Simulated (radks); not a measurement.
Numerical settings for neutral technetium, [Kr] 4d5 5s2. All-electron calculation, scalar-relativistic Kohn-Sham, PBE, spin-polarised, spherical densities, point nucleus; open shells are filled with parallel spins first (spin-orbit coupling, left out, can overturn this in heavy ions). Program: a radial shooting solver on a logarithmic mesh with Libxc functionals. The defaults (mesh step 0.008 in ln r, mesh end at 40 bohr or more with all orbitals vanishing there, Anderson mixing 0.5 over 9 steps, residual threshold near 1e-9 with the energy settled to 1e-9 hartree or 1e-11 of itself, here a cap of 72 iterations) give E = -4285.7429 hartree and 5s at -4.242 eV in 13 iterations. Run on one thread of a shared host, so times are rough (Intel(R) Xeon(R) 6975P-C): 0.18 s of CPU time, 0.18 s wall, 13 iterations on 2725 mesh points. One setting is changed at a time: mesh step in ln r 0.12; mesh step in ln r 0.02; mesh step in ln r 0.2; mesh end (bohr) 1; mesh end (bohr) 5; residual threshold 1e-05; residual threshold 0.001; mixing 0.05; linear mixing, mixing 0.5; linear mixing, mixing 0.2; mixing history 3; iteration cap 2. Which runs fail to converge, and which converge to a wrong energy?

Answer. Not converged within the cap: mesh step in ln r 0.12; mesh step in ln r 0.2; linear mixing, mixing 0.2; iteration cap 2. Settled on a wrong energy, with an occupied level pushed above zero by the early mesh end: mesh end (bohr) 1 (+245 hartree). Apart from these: settings that end as converged yet miss the energy by more than 1 mhartree: mesh end (bohr) 5 (+0.165 hartree).
